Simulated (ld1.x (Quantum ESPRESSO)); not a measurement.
**magnesium (Mg): one change to a TM potential, before and after**

- Element: magnesium
- Generator: ld1.x (Quantum ESPRESSO) 7.5
- Type: norm-conserving Troullier–Martins (Kleinman–Bylander form)
- Functional: PW91
- Relativity: scalar-relativistic
- Frozen core: [Ne]
- Valence charge: 2
- Reference configuration: 3s1 3p0 (charge +1)
- Partial waves: 3s (bound): rc 1.80 bohr; 3d channel at 0.1 Ry: rc 2.60 bohr; 3p (bound, empty): rc 3.25 bohr
- Local potential: the p channel
- Core correction: a·sin(br)/r model core inside 1.85 bohr

All-electron outer shells of the reference configuration (PW91, scalar-relativistic, ld1.x):

| shell | level (eV) | outermost node (bohr) | outermost maximum (bohr) |
| --- | --- | --- | --- |
| 3s | -11.40 | 0.89 | 2.38 |
| 3p | -7.09 | 0.94 | 2.90 |

Change: local potential all-electron potential smoothed inside 3.25 bohr (lloc = -1).

Cutoffs: the cutoffs (Ry, on a coarse ladder) from which the occupation-weighted sum of valence levels, in a spherical-Bessel basis at the reference potential, stays within 10 and 1 mRy of its value at 400 Ry; they do not see the model core or the augmentation charge, which bear on the density cutoff. Errors are all-electron minus pseudo energies relative to the spin-unpolarised reference configuration.

Predict the effect on cutoff, ghosts and configuration errors.

The potential gets neither clearly harder nor softer (6 Ry and 21 Ry → 6 Ry and 21 Ry); of the 5 tests that both files solve, the error grows in 3 and shrinks in 0 by more than 15 % and 0.3 meV (median size 2.5 → 4.1 meV); neither file shows a bound ghost.

```tsv
quantity	base	changed
cutoff, loose	6 Ry	6 Ry
cutoff, tight	21 Ry	21 Ry
bound ghosts	none	none
error for 3s2 3p0, meV [ΔE -7.99 eV]	+4.9	+10
error for 3s1.5 3p0, meV [ΔE -4.83 eV]	+2.5	+4.1
error for 3s1 3p1, meV [ΔE -4.50 eV]	+1.6	+2.8
error for 3s0 3p1, meV [ΔE 4.35 eV]	+11	+11
error for 3s0 3p2, meV [ΔE -0.81 eV]	+1.8	+2.0
s: phases at 3.57 bohr within 0.05 rad from the reference energy up to (Ry; the scan ends near 5)	0.9	0.6
p: phases at 3.57 bohr within 0.05 rad from the reference energy up to (Ry; the scan ends near 5)	1.2	1.0
d: phases at 3.57 bohr within 0.05 rad from the reference energy up to (Ry; the scan ends near 5)	1.8	1.9
```
